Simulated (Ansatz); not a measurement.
Born–Oppenheimer molecular dynamics of CH5BCl2O (10 atoms, charge 0, multiplicity 1). It starts at the highest image of a converged band, a first-order saddle point between two minima.

These are results of Ansatz 0.2.0, RKS PBE0-D4/def2-SVP, not measurements.

```json
{"ensemble": "NVE (velocity Verlet)", "time step": "0.5 fs", "steps asked": "200", "starting velocities drawn for": "100 K", "seed": "11935"}
```

First frame:

```xyz
10
Properties=species:S:1:pos:R:3
B -0.013 -0.264 -0.095
Cl -0.311 -0.120 2.161
H 0.990 0.379 -0.210
Cl -1.468 0.210 -0.975
O 0.176 -1.694 0.163
C -0.795 -2.668 -0.215
H -0.393 -3.651 0.061
H -1.750 -2.490 0.302
H -0.957 -2.622 -1.299
H 0.079 -1.351 1.362
```

Task: What does the run give?

Result: All steps were run.

```yaml
steps_done: 200
time_covered: 100 fs
mean_temperature_over_the_second_half: 402 K
spread_of_the_potential_energy_over_the_second_half: 11.0 meV per atom
mean_potential_energy_of_the_second_half_above_the_start: -31.2 meV per atom
```

The conserved energy stayed within 0.089 meV per atom of its start (net change -0.012 meV per atom), so the integration is sound. The kinetic energy rose, since the run started high on the potential surface and went downhill. A run of 0.1 ps of so small a system gives no equilibrium averages. The orbitals stay closed-shell, which can raise the energy where a bond breaks towards radicals; this wasn't checked here.

Task: What happens to the structure?

Result: Between its relaxed ends the band would form Cl2–H10 and break B1–Cl2, O5–H10. These pairs go: Cl2–H10 1.52 → 2.73 Å, B1–Cl2 2.28 → 1.81 Å, O5–H10 1.25 → 0.99 Å. In the last frame they stand as before the step (other bonds may differ from the relaxed reactants and products). It ends as one piece, CH5BCl2O. Pairs count as bonded within 1.25 times the sum of covalent radii (0.12 Å more for H–H). This is one draw of velocities; another would differ in detail.

Task: How do temperature and energy run in time?

Result: 
| time (fs) | T (K) | potential energy less start (eV) | conserved less start (meV/atom) |
| --- | --- | --- | --- |
| 0 | 100 | 0.000 | 0.00 |
| 8 | 20 | 0.083 | 0.06 |
| 16 | 68 | 0.033 | 0.01 |
| 24 | 64 | 0.038 | 0.05 |
| 32 | 228 | -0.132 | 0.00 |
| 40 | 406 | -0.316 | 0.03 |
| 48 | 540 | -0.455 | -0.01 |
| 56 | 314 | -0.221 | 0.00 |
| 64 | 503 | -0.417 | 0.00 |
| 72 | 480 | -0.393 | 0.04 |
| 80 | 409 | -0.320 | 0.03 |
| 88 | 316 | -0.224 | -0.02 |
| 96 | 324 | -0.231 | 0.02 |

Time of the run: 4.5 min on 2 threads of Intel(R) Xeon(R) 6975P-C (Granite Rapids), with other jobs on the host, peak memory 0.26 GiB.
